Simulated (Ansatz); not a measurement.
Program: Ansatz. Geometries: PBE0-D4/def2-TZVP. ΔE: electronic, gas phase. CBS: MP2 limit from def2 TZ/QZ plus the TZ coupled-cluster correction, frozen cores. This one scheme is used for every species. Functionals use def2-TZVPP. B3LYP here is the variant with VWN-RPA as its local correlation; programs differ in this. For Zn outer-core shells are correlated without core-valence functions, which leaves a few kJ/mol of doubt a bond. Scalar relativity is left out up to krypton. Each species was taken in one conformer, which may not be the lowest.

Consider the cleavage of the Si–Al bond: `O[SiH2][Al]([OH])[OH]` + `[NH2][ZnH]` → `O[SiH2][NH][ZnH]` + `[OH][AlH][OH]`.

```json
{"level": "r2SCAN-D4", "ΔE (kcal/mol)": "-22.3", "difference from CCSD(T)/CBS": "0.9"}
{"level": "PBE0-D4", "ΔE (kcal/mol)": "-19.5", "difference from CCSD(T)/CBS": "3.7"}
{"level": "ωB97M-V", "ΔE (kcal/mol)": "-24.3", "difference from CCSD(T)/CBS": "-1.1"}
{"level": "B2PLYP", "ΔE (kcal/mol)": "-22.7", "difference from CCSD(T)/CBS": "0.5"}
{"level": "PBE", "ΔE (kcal/mol)": "-16.4", "difference from CCSD(T)/CBS": "6.8"}
{"level": "r2SCAN", "ΔE (kcal/mol)": "-22.2", "difference from CCSD(T)/CBS": "1.0"}
{"level": "PBE0", "ΔE (kcal/mol)": "-19.1", "difference from CCSD(T)/CBS": "4.1"}
{"level": "B3LYP", "ΔE (kcal/mol)": "-20.6", "difference from CCSD(T)/CBS": "2.6"}
{"level": "HF/def2-TZVPP", "ΔE (kcal/mol)": "-27.0", "difference from CCSD(T)/CBS": "-3.8"}
{"level": "MP2/def2-TZVPP", "ΔE (kcal/mol)": "-25.2", "difference from CCSD(T)/CBS": "-2.0"}
{"level": "CCSD(T)/def2-TZVPP", "ΔE (kcal/mol)": "-23.6", "difference from CCSD(T)/CBS": "-0.4"}
{"level": "HF/def2-QZVPP", "ΔE (kcal/mol)": "-27.3", "difference from CCSD(T)/CBS": "-4.1"}
{"level": "MP2/def2-QZVPP", "ΔE (kcal/mol)": "-25.1", "difference from CCSD(T)/CBS": "-1.9"}
{"level": "SCS-MP2/def2-QZVPP", "ΔE (kcal/mol)": "-25.1", "difference from CCSD(T)/CBS": "-1.9"}
{"level": "HF/CBS(def2)", "ΔE (kcal/mol)": "-27.3", "difference from CCSD(T)/CBS": "-4.1"}
{"level": "CCSD/CBS(def2)", "ΔE (kcal/mol)": "-23.6", "difference from CCSD(T)/CBS": "-0.4"}
{"level": "CCSD(T)/CBS", "ΔE (kcal/mol)": "-23.2", "difference from CCSD(T)/CBS": "0"}
```

Largest T1 diagnostic among the species: 0.016.

The D4 term adds −0.9 kcal/mol with B3LYP and −0.4 kcal/mol with PBE0; it sums over pairs of atoms, weighted by their polarisabilities, and B3LYP, whose exchange is more repulsive, gets the larger term. From PBE to PBE0 (25 % exact exchange), in def2-TZVPP and without D4, ΔE moves by −2.8 kcal/mol.
